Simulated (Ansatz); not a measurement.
Species: C4H5BO, SMILES `Bc1ccoc1` (charge 0, multiplicity 1).

**Question.** Give a relaxed geometry from CAM-B3LYP-D3(BJ)/def2-TZVP (Ansatz, a first-principles code).

**Answer.** One answer among several that fit: the end point of this relaxation, one of several conformers (outside a Z-matrix the atoms follow the SMILES, hydrogens last).
Cartesian coordinates (Å) in one orientation:
```xyz
11

B      1.936    -0.097     0.038
C      0.427     0.022    -0.003
C     -0.605    -0.959     0.244
C     -1.784    -0.341     0.076
O     -1.583     0.971    -0.262
C     -0.262     1.162    -0.303
H      2.463    -1.131     0.310
H      2.608     0.858    -0.205
H     -0.457    -1.991     0.513
H     -2.811    -0.650     0.150
H      0.068     2.156    -0.558
```
